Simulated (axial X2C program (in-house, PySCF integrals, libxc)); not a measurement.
What spin–orbit coupling does to NaTe

All values were computed with an in-house relativistic program for diatomic molecules. Spin-free means the one-electron spin-free X2C Hamiltonian; two-component (2c) means X2C with spin–orbit coupling and atomic mean-field two-electron Coulomb and Gaunt terms, so the difference of the two also holds small scalar two-electron terms. Basis: Te dyall-cv3z [11s12p8d4f1g], Na dyall-cv3z [9s8p5d2f] (cores contracted in-house); Gaussian nuclei, density fitting, unrestricted open shells. Masses: Te 129.906 u, Na 22.990 u.

Spin-free state: M_S = 1/2, Λ = 1 (beyond evenly filled blocks: π+α, π+β, π-α); fragments Te + Na.

| level | Re (Å) | ωe (cm⁻¹) | De (eV) | μ (D) |
| --- | --- | --- | --- | --- |
| PBE0 | 2.799 | 238.0 | 2.110 | 8.22 |
| HF | 2.842 | 235.1 | 1.150 | 9.28 |
| MP2 | 2.842 | 233.4 | 2.019 | n/a |
| CCSD | 2.840 | 233.6 | 2.025 | n/a |
| CCSD(T) | 2.842 | 232.6 | 2.087 | n/a |
| PBE50 | 2.790 | 243.6 | 2.089 | 8.67 |

Correlated methods: 7 electrons correlated (number of frozen shells: Te 4 s, 3 p, 2 d; Na 2 s, 1 p), 269 virtual spin orbitals or spinors in MP2, 78 natural virtuals in coupled cluster.

Dipoles are positive if Na is the positive end.

**Question.** Within this multiplet, which Ω should lie lowest by the rule for regular and inverted multiplets?

**Answer.** The open π shell holds three electrons, one hole, so the multiplet is inverted: Ω = Λ + 1/2 = 3/2. The PBE0 2c search agrees.

Two-component determinant lowest at the distance of the search:

Ω = 3/2 (⟨Sz⟩ = 0.50, ⟨Lz⟩ = 1.00 at HF); fragments Te + Na.

```json
{"level": "PBE0", "Re (Å)": "2.803", "ωe (cm⁻¹)": "235.9", "De (eV)": "2.068", "μ (D)": "8.13"}
{"level": "HF", "Re (Å)": "2.845", "ωe (cm⁻¹)": "233.7", "De (eV)": "n/a", "μ (D)": "9.23"}
{"level": "MP2", "Re (Å)": "2.845", "ωe (cm⁻¹)": "232.0", "De (eV)": "1.929", "μ (D)": "n/a"}
{"level": "CCSD", "Re (Å)": "2.843", "ωe (cm⁻¹)": "232.2", "De (eV)": "1.932", "μ (D)": "n/a"}
{"level": "CCSD(T)", "Re (Å)": "2.845", "ωe (cm⁻¹)": "231.3", "De (eV)": "1.989", "μ (D)": "n/a"}
{"level": "PBE50", "Re (Å)": "2.793", "ωe (cm⁻¹)": "242.0", "De (eV)": "2.043", "μ (D)": "8.61"}
```

**Question.** From the two tables, how do the constants change at the CCSD(T) level (2c against spin-free)?

**Answer.** At the CCSD(T) level Re rises by 0.003 Å and ωe drops by 1.3 cm⁻¹; De changes by -0.098 eV.

Occupations by symmetry block were frozen at the best pattern of an incomplete PBE0 search. Dissociation energies refer to the lowest single-determinant-based atoms at the same level and basis. De is not given where an atomic determinant may have missed its ground term or J level, or where the truncated virtual space spoils (T). Density functionals use the spin component along the axis (collinear). CCSD and (T) use frozen natural virtuals with an MP2 correction for the truncation; (T) itself is uncorrected, so its De runs slightly low. Without a current term, density functionals place determinants with orbital angular momentum somewhat too high. With the outer-core shells frozen, correlated bond lengths of heavy atoms tend to come out a few hundredths of an ångström too long.
